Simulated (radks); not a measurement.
Dy14+, 52 electrons, occupied as [Kr] 4d10 5s2 5p4 (not the ground configuration). All-electron calculation, scalar-relativistic Kohn-Sham, SCAN, spin-unpolarised, spherical densities, finite nucleus; meta-GGA in the generalised Kohn-Sham scheme; Fermi nuclear charge, rms radius 5.2218 fm. Program: a radial shooting solver on a logarithmic mesh with Libxc functionals.

Local quantities along the radius. ELF = 1/(1 + alpha^2) is the electron localisation function; alpha = (tau - tau_W)/tau_unif compares the Pauli kinetic energy density with that of the uniform gas. tau is taken from the large components.

```
   r/bohr * ELF (the largest magnitude, 0.999, reaches the edge; | marks zero)
 0.001298 |                                                      *
 0.001475 |                                                      *
  0.00169 |                                                      *
 0.001936 |                                                      *
   0.0022 |                                                      *
 0.002521 |                                                      *
 0.002888 |                                                      *
 0.003309 |                                                      *
 0.003761 |                                                      *
 0.004309 |                                                      *
 0.004936 |                                                      *
  0.00561 |                                                      *
 0.006428 |                                                      *
 0.007364 |                                                      *
  0.00837 |                                                      *
 0.009589 |                                                     *
  0.01099 |                                                     *
  0.01249 |                                                    *
  0.01431 |                                                 *
  0.01639 |                                              *
  0.01863 |                                       *
  0.02134 |                               *
  0.02445 |                       *
  0.02779 |                  *
  0.03184 |                 *
  0.03648 |                    *
  0.04146 |                         *
   0.0475 |                                *
  0.05441 |                                      *
  0.06234 |                                        *
  0.07085 |                                       *
  0.08118 |                                  *
    0.093 |                          *
   0.1057 |                    *
   0.1211 |                  *
   0.1387 |                       *
   0.1577 |                               *
   0.1807 |                                      *
    0.207 |                                        *
   0.2352 |                                     *
   0.2695 |                         *
   0.3088 |            *
   0.3509 |           *
   0.4021 |                        *
   0.4606 |                                      *
   0.5236 |                                         *
   0.5998 |                                     *
   0.6872 |                         *
    0.781 |                *
   0.8948 |                *
    1.025 |                          *
    1.175 |                                      *
    1.335 |                                         *
    1.529 |                                     *
    1.752 |                      *
    1.991 |       *
    2.282 |*
    2.614 *
    2.971 *
```

On this mesh the ELF has minima near r = 0.032, 0.12, 0.35, 0.89 bohr, which separate the shells, and maxima near 0.062 (0.74), 0.21 (0.75), 0.52 (0.76), 1.3 (0.77).
